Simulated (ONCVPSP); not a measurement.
# Potentials for carbon (C) compared

Generated with ld1.x 7.5 (TM, RRKJ, ultrasoft, PAW), atompaw 4.2 or ONCVPSP 4.0.1. The cutoff is in Ry: for ld1.x and atompaw files where the sum of valence levels is converged to 10 mRy in a Bessel basis, for ONCV files where the hardest occupied wave has 1 mHa per electron of residual kinetic energy. The error is the largest all-electron minus pseudo excitation energy over each file’s own four to seven test configurations (ionisations up to +4, promotions, holes and added fractions of an electron), all of which were solved. The labels leave out finer settings (local radius, basis sizes, second energies), which also bear on the numbers. Spin-polarised tests are not counted. The rows are a selection from randomly drawn settings: files with unsolved tests, undetermined cutoffs or missed reference levels are left out.

A true bound ghost makes a file unfit for plane-wave use even where its test errors are small: the radial tests pick states by their node count and pass the ghost by.

| potential | cutoff (Ry) | largest error (meV) | bound ghosts |
| --- | --- | --- | --- |
| ONCV, PBE, scalar-relativistic, rc 1.10/1.75/1.45 (spd), local s, core correction yes, reference 2s1.5 2p2.5, qcut 6/6.4/6, projectors 0/2/2 | 37 | +337 | none |
| ONCV, Wu-Cohen, scalar-relativistic, rc 1.15/2.50 (sp), local s, core correction yes, reference 2s1 2p3, qcut 6.5/4.8, projectors 0/2 | 37 | +1908 | none |
| ONCV, PBE, scalar-relativistic, rc 1.10/2.15/1.85 (spd), local smoothed, core correction yes, reference 2s2 2p0.5, qcut 6/6/5.8, projectors 2/2/2 | 44 | +332 | none |
| ONCV, PBE, scalar-relativistic, rc 1.00/0.90/0.75 (spd), local smoothed, core correction yes, reference 2s2, qcut 5.1/8.2/12, projectors 1/2/3 | 97 | +251 | none |
| ONCV, PBEsol, scalar-relativistic, rc 1.15/1.45/1.15 (spd), local d, core correction yes, reference 2s2 2p1, qcut 7.3/6/9.1, projectors 2/2/0 | 40 | +190 | none |
| ONCV, PBE, non-relativistic, rc 1.00/3.05 (sp), local smoothed, core correction yes, reference 2s2 2p2, qcut 5.5/4.6, projectors 2/1 | 62 | +2555 | none |
| ONCV, PBE, scalar-relativistic, rc 1.15/2.35/1.90 (spd), local smoothed, core correction no, reference 2s1 2p3, qcut 5.9/7.4/4.9, projectors 2/2/2 | 33 | +544 | d |
| ONCV, PBE, scalar-relativistic, rc 0.85/3.05 (sp), local smoothed, core correction yes, reference 2s1 2p3, qcut 6.9/3.8, projectors 3/2 | 40 | +1913 | s |

Problem. Fill in the row for C: ONCV, PBEsol, scalar-relativistic, rc 0.90/2.25/1.80 (spd), local smoothed, core correction no, reference 2s1 2p3, qcut 9.1/7.3/5.1, projectors 1/1/1.

Solution. cutoff 39 Ry, largest error +463 meV, bound ghosts: none.
